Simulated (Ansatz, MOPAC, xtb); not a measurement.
Noncovalent pair: GaH3O (SMILES [OH][GaH2]) (first 5 atoms) with H2O (SMILES O); geometry from B3LYP-D3(BJ)/def2-TZVP, rigid monomers moved along the line of their centres of mass till H3···O6 is 2.21 Å.
(charge 0, multiplicity 1):
```xyz
8

O     -0.44825    -0.98186     1.02826
Ga     0.38575    -0.38299    -0.43807
H     -0.36310    -0.40265     1.80231
H      0.24031    -1.32181    -1.67654
H      1.16037     0.97719    -0.36172
O     -0.36077     0.67970     3.72694
H      0.01292     0.12434     4.42013
H     -1.26553     0.86518     4.00186
```

Counterpoise-corrected where a basis set is named; no monomer relaxation.

The state that PM7 reach isn't checked; PM7 holds dispersion and hydrogen-bond terms.

The values were computed with Ansatz (an electronic-structure program) with Gaussian orbitals; MOPAC for PM7 (differences of heats of formation); xtb for the GFN methods. Values without a source in brackets are computed.

### Question
One of these levels gives -4.27 kcal/mol for the interaction energy. Name it.
(A) PM7
(B) r2SCAN/def2-TZVPPD
(C) GFN-FF

### Answer
B, r2SCAN/def2-TZVPPD. The others give -4.84 (GFN-FF), -3.83 (PM7)
